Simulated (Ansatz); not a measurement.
`[Cl][Al@H-]1[F+][Al@@H-]([Cl])[F+]1`. Total charge 0; spin multiplicity 1.

```xyz
8

Cl    1.890   -2.004    0.860
Al    1.100   -0.675   -0.532
F     0.705    0.905    0.275
Al   -1.110    0.789    0.311
Cl   -1.758    0.413    2.252
F    -0.715   -0.777   -0.525
H     1.655   -0.458   -1.973
H    -1.767    1.809   -0.668
```

Task: List the harmonic frequencies (cm⁻¹, unscaled) at PBE0-D4/def2-TZVP in Ansatz. (An estimate is asked.)

Result: Computed: 43, 114, 157, 169, 236, 389, 399, 473, 514, 530, 565, 572, 601, 619, 626, 688, 2032, 2037.

Task: Is this a minimum?

Result: Yes, all 18 modes are real.

Task: Give the ideal-gas thermochemistry at 298.15 K and 1 bar (rigid rotor, harmonic oscillator; point group C2v, symmetry number 2).

Result: Zero-point energy 64.4 kJ/mol; H(298) − E = 88.8 kJ/mol; entropy 381.3 J/(mol·K), of which translation 172.5, rotation 117.9, vibration 90.9; G(298) − E = -24.9 kJ/mol. Modes under 100 cm⁻¹ are hindered rotations or soft bends, so the harmonic entropy is rough.

Task: And at 400, 500, 600, 800 and 1000 K?

Result: 
| T (K) | H − E (kJ/mol) | S (J/mol/K) | G − E (kJ/mol) |
| --- | --- | --- | --- |
| 400 | 102.5 | 420.7 | -65.8 |
| 500 | 117.1 | 453.3 | -109.5 |
| 600 | 132.5 | 481.3 | -156.3 |
| 800 | 164.8 | 527.6 | -257.3 |
| 1000 | 198.3 | 565.0 | -366.7 |

Task: Rotational constants (cm⁻¹)?

Result: 0.08302, 0.03123, 0.0264.
